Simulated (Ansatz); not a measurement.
Geometry optimisation, Ansatz 0.2.0, RKS B3LYP-D4/def2-SVP.

Input file:

```yaml
crystal:
  periodic: [false, false, false]
  atoms:
    - { symbol: C, position_ang: [0.5193, -0.5128, -0.1792] }
    - { symbol: C, position_ang: [-0.4131, 0.4258, 0.1515] }
    - { symbol: Se, position_ang: [-1.8048, 1.6899, 0.6748] }
    - { symbol: H, position_ang: [1.3956, -0.1756, -0.8001] }
    - { symbol: H, position_ang: [0.45843, 0.74129, -0.42209] }
basis:
  gaussian: { orbitals: def2-SVP }
hamiltonian:
  xc: b3lyp
  dispersion: d4
relax:
  f_tol: 0.02
  max_steps: 50
```

Run as:

```bash
$ ansatz run input.yaml --threads 1 --pin off --max-ram 2048MiB --backend cpu --events-out ev --progress --plain --runs-dir out
```

Question: Where does it end, and by what steps?

Answer: The run converged. After 10 steps the energy has fallen by 3.775 eV; H5 moved furthest, 0.98 Å. Parted: C2–H5.

| step | energy less start (eV) | largest force component (eV/Å) | accepted |
| --- | --- | --- | --- |
| 0 | 0.0000 | 3.658 | yes |
| 1 | -1.1039 | 2.419 | yes |
| 2 | -1.5725 | 2.004 | yes |
| 3 | -2.0382 | 1.752 | yes |
| 4 | -2.6132 | 2.344 | yes |
| 5 | -2.8907 | 6.055 | yes |
| 6 | -3.4405 | 2.041 | yes |
| 7 | -3.7317 | 0.533 | yes |
| 8 | -3.7729 | 0.389 | yes |
| 9 | -3.7749 | 0.056 | yes |
| 10 | -3.7750 | 0.015 | yes |

```xyz
5
Properties=species:S:1:pos:R:3
C 0.611 0.280 -0.340
C -0.576 0.595 0.121
Se -2.119 1.003 0.719
H 0.849 -0.751 -0.623
H 1.390 1.042 -0.453
```

Whether the end is a true minimum wasn't checked by a vibrational analysis.

The run took 24 s on 1 thread of Arm Neoverse V2, on a shared host, peak memory 0.24 GiB.
